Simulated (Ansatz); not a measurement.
`CB(C)[SiH2]F` + HCl → `CB(C)Cl` + `F[SiH3]` at 700 K and 1 bar (cleavage of the B–Si bond).

Computed with Ansatz on PBE0-D4/def2-TZVP structures; ΔE is electronic, products minus reactants. CCSD(T)/CBS adds triple-zeta CCSD(T) − MP2 to the extrapolated MP2 energy (def2 sets, frozen cores). This one scheme is used for every species. One conformer a species, not always the lowest.

| species | CCSD(T)/CBS energy (Eh) | H − E (kJ/mol) | S (J/(mol·K)) |
| --- | --- | --- | --- |
| `CB(C)[SiH2]F` | -494.64628 | 344.5 | 509.7 |
| HCl | -460.38127 | 38.4 | 211.8 |
| `CB(C)Cl` | -564.35192 | 272.5 | 420.6 |
| `F[SiH3]` | -390.72345 | 108.4 | 291.4 |

H − E and S are ideal-gas, rigid-rotor, harmonic terms from PBE0-D4/def2-TZVP, for one conformer and one mirror image of each species. 1 Eh = 2625.50 kJ/mol, R = 8.31446 J/(mol·K).

Problem. By hand: ΔE, ΔH, ΔS and ΔG.

Solution. ΔE = (-564.35192) + (-390.72345) − (-494.64628) − (-460.38127) = -0.04782 Eh = -125.6 kJ/mol. Δ(H − E) = 272.5 + 108.4 − 344.5 − 38.4 = -2.0, so ΔH = -127.6 kJ/mol. ΔS = 420.6 + 291.4 − 509.7 − 211.8 = -9.5 J/(mol·K). ΔG = -127.6 − 700 × (-9.5)/1000 = -120.9 kJ/mol.

Problem. By hand: the equilibrium constant, and the temperature at which ΔG would vanish if ΔH and ΔS stayed fixed.

Solution. log₁₀ K = −ΔG/(RT ln 10) = 9.0. ΔG = 0 at ΔH/ΔS = 13432 K, far beyond where these terms or the molecules hold.

The number of gas molecules stays the same, so ΔS is small and ΔH decides. A doubt of 5 kJ/mol in ΔE shifts log₁₀ K by 0.4 here. Other conformers and mirror images would add mixing entropy, several J/(mol·K) or more a flexible species. Modes under 60 cm⁻¹, often nearly free rotors, make the harmonic entropy too high. These are equilibria of isolated gas molecules and say nothing of rates. Largest T1 diagnostic: 0.011 (customary marks: 0.02 for closed shells, 0.045 for open ones).
